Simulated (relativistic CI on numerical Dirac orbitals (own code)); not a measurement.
**W LIII: computed level list**

Computed by Dirac-Coulomb-Breit CI, orbitals from a KLI potential per configuration, QED by a radiative potential, unscaled Slater integrals (own radial code, finite nucleus).

Configurations in the expansion (outside the closed core [Ne]): 3s2 3p6 3d4, 3s2 3p5 3d5, 3s 3p6 3d5, 3s2 3p6 3d3 4s, 3s2 3p6 3d3 4p, 3s2 3p6 3d3 4d, 3s2 3p5 3d4 4s, 3s2 3p6 3d3 4f, 3s2 3p5 3d4 4p, 3s 3p6 3d4 4s, 3p6 3d5 4p, 3s 3p6 3d4 4p, 3s2 3p6 3d2 4s 4p, 3s2 3p6 3d3 5s, 3s 3p6 3d4 4d, 3s2 3p6 3d3 5p, 3s2 3p6 3d3 5d, 3s2 3p6 3d3 5g, 3s2 3p6 3d3 6s, 3p6 3d6, 3p5 3d7, 3p5 3d6 4s, 3p6 3d5 4s, 3p5 3d5 4s2, 3s2 3p6 3d2 4s2, 3s2 3p6 3d 4s2 4p, 3s2 3p6 3d 4s2 4d, 3s2 3p6 3d2 4p2, 3s2 3p6 3d 4s 4p2, 3s2 3p6 3d 4p3, 3s2 3p6 3d 4p2 4d, 3s2 3p5 3d2 4s 4p2, 3s2 3p6 3d2 4s 4d, 3s2 3p6 3d 4s 4p 4d, 3s2 3p6 3d 4s 4d2, 3s2 3p5 3d2 4s2 4d, 3s 3p6 3d3 4s2, 3s 3p6 3d2 4s2 4p, 3s 3p6 3d2 4s2 4d. Double excitations out of closed p, d and f shells are left out; levels of such configurations are missing from the list, as are those of other unlisted configurations, and high levels can miss mixing partners. These lack a partner that the ground configuration has and come out too high: 3s2 3p5 3d4 4p.

The lowest level is 3s2 3p6 3d4 3P_0, with 60 % of that term; Hund's rules for 3s2 3p6 3d4 give 5D with J = 0, of which the calculation keeps J, while another term leads.

| No. | Configuration | Term | J | E (eV) | % | Landé g | jj configuration (%) |
| --- | --- | --- | --- | --- | --- | --- | --- |
| 1 | 3s2 3p6 3d4 | 3P | 0 | 0.000 | 60 |  | 3d3/2^4 (99) |
| 2 | 3s2 3p6 3d4 | 5D | 1 | 63.444 | 57 | 1.490 | 3d3/2^3 3d5/2 (99) |
| 3 | 3s2 3p6 3d4 | 3F | 4 | 75.603 | 28 | 1.060 | 3d3/2^3 3d5/2 (99) |
| 4 | 3s2 3p6 3d4 | 5D | 2 | 78.915 | 34 | 1.198 | 3d3/2^3 3d5/2 (95) |
| 5 | 3s2 3p6 3d4 | 3F | 3 | 82.379 | 30 | 1.114 | 3d3/2^3 3d5/2 (96) |
| 6 | 3s2 3p6 3d4 | 5D | 0 | 136.068 | 67 |  | 3d3/2^2 3d5/2^2 (98) |
| 7 | 3s2 3p6 3d4 | 5D | 2 | 136.640 | 53 | 1.272 | 3d3/2^2 3d5/2^2 (96) |
| 8 | 3s2 3p6 3d4 | 3H | 4 | 138.703 | 40 | 1.139 | 3d3/2^2 3d5/2^2 (98) |
| 9 | 3s2 3p6 3d4 | 5D | 3 | 140.889 | 49 | 1.173 | 3d3/2^2 3d5/2^2 (95) |
| 10 | 3s2 3p6 3d4 | 3H | 5 | 144.472 | 67 | 1.077 | 3d3/2^2 3d5/2^2 (100) |
| 11 | 3s2 3p6 3d4 | 1I | 6 | 147.280 | 53 | 1.066 | 3d3/2^2 3d5/2^2 (100) |
| 12 | 3s2 3p6 3d4 | 3D | 1 | 150.206 | 42 | 1.068 | 3d3/2^2 3d5/2^2 (97) |
| 13 | 3s2 3p6 3d4 | 3F | 3 | 153.373 | 45 | 1.063 | 3d3/2^2 3d5/2^2 (98) |
| 14 | 3s2 3p6 3d4 | 3G | 4 | 153.597 | 54 | 1.027 | 3d3/2^2 3d5/2^2 (99) |
| 15 | 3s2 3p6 3d4 | 3F | 2 | 155.833 | 32 | 1.076 | 3d3/2^2 3d5/2^2 (98) |
| 16 | 3s2 3p6 3d4 | 3F | 2 | 169.211 | 51 | 0.971 | 3d3/2^2 3d5/2^2 (97) |
| 17 | 3s2 3p6 3d4 | 3F | 4 | 174.371 | 65 | 1.179 | 3d3/2^2 3d5/2^2 (97) |
| 18 | 3s2 3p6 3d4 | 1D | 2 | 187.699 | 42 | 1.123 | 3d3/2^2 3d5/2^2 (95) |
| 19 | 3s2 3p6 3d4 | 3P | 0 | 204.201 | 56 |  | 3d3/2^2 3d5/2^2 (84) |
| 20 | 3s2 3p6 3d4 | 5D | 4 | 211.756 | 38 | 1.161 | 3d3/2 3d5/2^3 (96) |
| 21 | 3s2 3p6 3d4 | 3F | 3 | 213.291 | 42 | 1.192 | 3d3/2 3d5/2^3 (98) |
| 22 | 3s2 3p6 3d4 | 3D | 1 | 218.830 | 49 | 0.997 | 3d3/2 3d5/2^3 (98) |
| 23 | 3s2 3p6 3d4 | 3G | 5 | 219.119 | 67 | 1.133 | 3d3/2 3d5/2^3 (100) |
| 24 | 3s2 3p6 3d4 | 3H | 6 | 219.546 | 53 | 1.077 | 3d3/2 3d5/2^3 (100) |
| 25 | 3s2 3p6 3d4 | 3F | 2 | 228.347 | 46 | 1.057 | 3d3/2 3d5/2^3 (96) |
| 26 | 3s2 3p6 3d4 | 3D | 3 | 230.240 | 37 | 1.085 | 3d3/2 3d5/2^3 (99) |
| 27 | 3s2 3p6 3d4 | 1S | 0 | 238.814 | 76 |  | 3d3/2 3d5/2^3 (80) |
| 28 | 3s2 3p6 3d4 | 3F | 3 | 246.035 | 64 | 1.054 | 3d3/2 3d5/2^3 (100) |
| 29 | 3s2 3p6 3d4 | 1G | 4 | 246.679 | 65 | 1.045 | 3d3/2 3d5/2^3 (98) |
| 30 | 3s2 3p6 3d4 | 3P | 1 | 246.740 | 89 | 1.401 | 3d3/2 3d5/2^3 (99) |
| 31 | 3s2 3p6 3d4 | 1D | 2 | 251.138 | 61 | 1.108 | 3d3/2 3d5/2^3 (91) |
| 32 | 3s2 3p6 3d4 | 3F | 4 | 294.334 | 46 | 1.159 | 3d5/2^4 (98) |
| 33 | 3s2 3p6 3d4 | 1D | 2 | 305.462 | 33 | 1.102 | 3d5/2^4 (95) |
| 34 | 3s2 3p6 3d4 | 3P | 0 | 332.132 | 54 |  | 3d5/2^4 (93) |
| 35 | 3p5 3d5(4P) | 5D° | 4 | 367.095 | 31 | 1.343 | 3p3/2^3 3d5/2 (92) |
| 36 | 3p5 3d5(4P) | 3P° | 2 | 374.091 | 24 | 1.286 | 3p3/2^3 3d5/2 (96) |
| 37 | 3p5 3d5(2D) | 3D° | 3 | 383.232 | 29 | 1.319 | 3p3/2^3 3d5/2 (93) |
| 38 | 3p5 3d5(2F) | 3D° | 1 | 415.868 | 36 | 0.906 | 3p3/2^3 3d5/2 (95) |
| 39 | 3p5 3d5(6S) | 7P° | 4 | 426.007 | 39 | 1.370 | 3p3/2^3 3d3/2^3 3d5/2^2 (87) |
| 40 | 3s2 3p5 3d5 | 5P° | 3 | 433.705 | 22 | 1.346 | 3p3/2^3 3d3/2^3 3d5/2^2 (93) |
| 41 | 3p5 3d5(4D) | 5F° | 5 | 436.800 | 34 | 1.255 | 3p3/2^3 3d3/2^3 3d5/2^2 (97) |
| 42 | 3p5 3d5(4G) | 5G° | 6 | 437.595 | 36 | 1.190 | 3p3/2^3 3d3/2^3 3d5/2^2 (96) |
| 43 | 3p5 3d5(2F) | 3F° | 2 | 438.359 | 24 | 1.148 | 3p3/2^3 3d3/2^3 3d5/2^2 (97) |
| 44 | 3p5 3d5(4D) | 5P° | 1 | 440.420 | 38 | 1.604 | 3p3/2^3 3d3/2^3 3d5/2^2 (95) |
| 45 | 3p5 3d5(2H) | 3I° | 7 | 442.768 | 44 | 1.159 | 3p3/2^3 3d3/2^3 3d5/2^2 (97) |

Energies count from the lowest computed level; ° marks odd parity. Percentages are summed over parent terms; the parents shown are those of the largest component, closed shells are left out there. Filled j subshells are mostly left out of the jj labels.

The mean weight of the leading LS term, summed over parents, in these 45 levels is 47 %, and that of the leading jj configuration (from the same eigenvectors) 96 %, so jj coupling describes them better and the LS labels are nominal.

At this charge energies of transitions that change n are usually good to better than 1 %, and those within a shell (Δn = 0) to a few per cent.

LS names give the leading component of a level, which can be under half, so a name can repeat, a term be missing and a line seem to break the LS rules.
